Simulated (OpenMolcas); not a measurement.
## Ti2+: effect of the metal basis

Ti2+ with its 6 nearest fluoride ions at 2.106 Å, on the Mg site of KMgF3 (a = 3.973 Å, distance in the model lattice 1.986 Å). The rest of the host is ab initio model potentials to 7.6 Å and point charges beyond; the distance is set by hand and nothing relaxes.

- Program: OpenMolcas 26.06
- Method: CASSCF
- Spin-orbit coupling: state interaction with AMFI integrals over the reference wave functions

Fixed: ligand basis ANO-RCC-VDZP, active space 2 electrons in 5 orbitals (3d), DKH2 Hamiltonian.

States (labels of O, the rotations of Oh). Energies in cm-1 above the lowest state or level, χT in cm3 K/mol; under a threefold ground state the first gap can be a small split of the lowest multiplet, not the spin-orbit step; 10Dq and B are least-squares fits to the states below 45000 cm-1, weighted by degeneracy, with a free offset, and given where the rms deviation is under 5 % of |10Dq| (or 100 cm-1) and under 700 cm-1.

| Run | Metal basis | Ground state | First state of that spin | 10Dq | B (rms of fit) | First gap with spin-orbit (degeneracies) | χT at 300 K | First state of another spin | Cost |
| --- | --- | --- | --- | --- | --- | --- | --- | --- | --- |
| A | ANO-RCC-VDZP | 3T1 | 3T2 12226 | 14116 | 862 (213) | 2.3 (2, 3) | 1.087 | 1T2 11979 | roughly 13 core-seconds |
| B | ANO-RCC-VTZP | 3T1 | 3T2 11798 | 13683 | 867 (219) | 2.4 (2, 3) | 1.089 | 1T2 12028 | roughly 23 core-seconds |

Against A, |10Dq| changes by -3.1 % in B.

Costs are those of the RASSCF and RASSI steps.

An orbital triplet at a regular site is open to Jahn-Teller coupling, which can distort the site and quench the lowest spin-orbit gaps and is left out. Without dynamic correlation the repulsion within the d shell is too large (B by tens of per cent), so at a given field states of lower spin stand too high. Ligand-to-metal charge-transfer states are missing. With no ligand orbital active B as a rule stays too high, so bands that hang on it stand too high and its fall with covalency is understated. With metal d orbitals alone and no dynamic correlation 10Dq can be off by a tenth to a fifth, either way, in oxide and fluoride hosts. No measured value stands beside these numbers; the geometry was set by hand and not optimised.
